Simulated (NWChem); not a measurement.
System meant: dimethyl diselenide (C$_{2}$H$_{6}$Se$_{2}$); SMILES C[Se][Se]C

Here is an NWChem input.

```
start job
memory heap 200 mb stack 900 mb global 1100 mb
geometry units angstroms noautoz
  C     -1.836013    -0.945260    -1.067828
  Se    -1.142890     0.278378     0.332675
  Se     1.142890    -0.278378     0.332675
  C      1.836013     0.945260    -1.067828
  H     -2.920362    -0.800735    -1.082883
  H     -1.602393    -1.977324    -0.805825
  H     -1.416316    -0.687917    -2.040839
  H      2.920362     0.800735    -1.082883
  H      1.602393     1.977324    -0.805825
  H      1.416316     0.687917    -2.040839
end
basis spherical
  * library def2-svp
end
dft
  odft
  mult 2
  xc b3lyp
  iterations 150
  mulliken
end
task dft energy
```

End of the output:

```
 Summary of "ao basis" -> "" (spherical)
 ------------------------------------------------------------------------------
       Tag                 Description            Shells   Functions and Types
 ---------------- ------------------------------  ------  ---------------------
 *                          def2-svp                  on all atoms

                                 NWChem DFT Module
                                 -----------------

 Summary of "ao basis" -> "ao basis" (spherical)
 ------------------------------------------------------------------------------
       Tag                 Description            Shells   Functions and Types
 ---------------- ------------------------------  ------  ---------------------
 C                          def2-svp                 6       14   3s2p1d
 Se                         def2-svp                12       32   5s4p3d
 H                          def2-svp                 3        5   2s1p

 Summary of "ao basis" -> "ao basis" (spherical)
 ------------------------------------------------------------------------------
       Tag                 Description            Shells   Functions and Types
 ---------------- ------------------------------  ------  ---------------------
 C                          def2-svp                 6       14   3s2p1d
 Se                         def2-svp                12       32   5s4p3d
 H                          def2-svp                 3        5   2s1p

      Symmetry analysis of basis
      --------------------------

        a          61
        b          61

  number of electrons :                   86
  multiplicity        :                    2
 ------------------------------------------------------------------------
  no. of electrons and multiplicity not compatible                  86
 ------------------------------------------------------------------------
 ------------------------------------------------------------------------
  current input line :
    25: task dft energy
 ------------------------------------------------------------------------
 ------------------------------------------------------------------------
 There is an error in the input file
 ------------------------------------------------------------------------
 For more information see the NWChem manual at https://nwchemgit.github.io

0: no. of electrons and multiplicity not compatible:Received an Error in Communication
```

**Question.** Can this run be used? If not, why, and what is the fix?

**Answer.** The input was rejected before any calculation. Cause: the multiplicity doesn't fit the number of electrons (an even count wants an odd multiplicity, and the reverse). This input runs:
```
start job
memory heap 200 mb stack 900 mb global 1100 mb
geometry units angstroms noautoz
  C     -1.836013    -0.945260    -1.067828
  Se    -1.142890     0.278378     0.332675
  Se     1.142890    -0.278378     0.332675
  C      1.836013     0.945260    -1.067828
  H     -2.920362    -0.800735    -1.082883
  H     -1.602393    -1.977324    -0.805825
  H     -1.416316    -0.687917    -2.040839
  H      2.920362     0.800735    -1.082883
  H      1.602393     1.977324    -0.805825
  H      1.416316     0.687917    -2.040839
end
basis spherical
  C library def2-svp
  Se library def2-svp
  H library def2-svp
end
dft
  xc b3lyp
  iterations 150
  mulliken
end
task dft energy
```
It converges to -4882.36772 Ha (B3LYP/def2-SVP).
